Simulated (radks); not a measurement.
Results of a calculation; reference values are marked as such.
Problem. Species: the tellurium ion Te2+. Configuration: [Kr] 4d10 5s1.5 5p2 6s0.5 (fractional occupations, a model configuration). Level of theory: Dirac Kohn-Sham, LDA (Slater exchange, Perdew-Wang correlation), spin-unpolarised, spherical densities, point nucleus; open shells fill j = l - 1/2 first (a radial shooting solver on a logarithmic mesh with Libxc functionals). Some entries of the table are withheld. Estimate them.

orbital  occ.  eigenvalue (hartree)  <r^2> (bohr^2)  r(max) (bohr)
1s1/2       2             -1161.041        0.001050        0.01795
2s1/2       2             -178.7179         0.01690         0.1016
2p1/2       2                   (1)         0.01251        0.07795
2p3/2       4                   (2)         0.01380        0.08267
3s1/2       2             -36.20328          0.1189            (3)
3p1/2       2             -31.61754             (4)         0.2794
3p3/2       4             -29.74058             (5)         0.2900
3d3/2       4             -21.62041          0.1031         0.2359
3d5/2       6             -21.22747          0.1055         0.2389
4s1/2       2              -6.83394          0.6609         0.7009
4p1/2       2              -5.25513          0.7321         0.7208
4p3/2       4              -4.89438          0.7860         0.7455
4d3/2       4              -2.37016             (6)         0.8051
4d5/2       6              -2.31545             (7)         0.8141
5s1/2     1.5              -1.28591           4.266          1.737
5p1/2       2              -0.92128           5.680          1.961
5p3/2       0              -0.87869           6.088          2.034
6s1/2     0.5              -0.42758           22.03          4.176

Solution. 
(1) 2p1/2 eigenvalue (hartree): -167.5832
(2) 2p3/2 eigenvalue (hartree): -157.5097
(3) 3s1/2 r(max) (bohr): 0.2932
(4) 3p1/2 <r^2> (bohr^2): 0.1136
(5) 3p3/2 <r^2> (bohr^2): 0.1218
(6) 4d3/2 <r^2> (bohr^2): 1.082
(7) 4d5/2 <r^2> (bohr^2): 1.110
